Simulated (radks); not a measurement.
Effect of the nuclear size on the scandium ion Sc2+, [Ar] 3d1. All-electron calculation, Dirac Kohn-Sham, PBE, spin-unpolarised, spherical densities, finite nucleus; open shells are shared between the two j in proportion to 2j + 1; Fermi nuclear charge, rms radius 3.5459 fm. Program: a radial shooting solver on a logarithmic mesh with Libxc functionals. The rms radius is varied about that value; shifts are against it.

rms radius (fm)  total energy shift (eV)  density at nucleus (e/bohr^3)  1s1/2 shift (meV)  2s1/2 shift (meV)  3s1/2 shift (meV)
3.0956                          -0.00924                           7285              -3.90             -0.320             -0.042
3.3828                          -0.00349                           7267              -1.47             -0.121             -0.016
3.5459                                 0                           7257              0.000              0.000              0.000
3.6948                           0.00332                           7248               1.40              0.115              0.015
4.1913                            0.0154                           7223               6.49              0.531              0.070

Slopes of the eigenvalues against <r^2> in GHz/fm^2, as finite differences over the two radii next to the reference (eigenvalue slopes, not the field-shift constants of lines): 1s1/2 315, 2s1/2 25.8, 3s1/2 3.39.
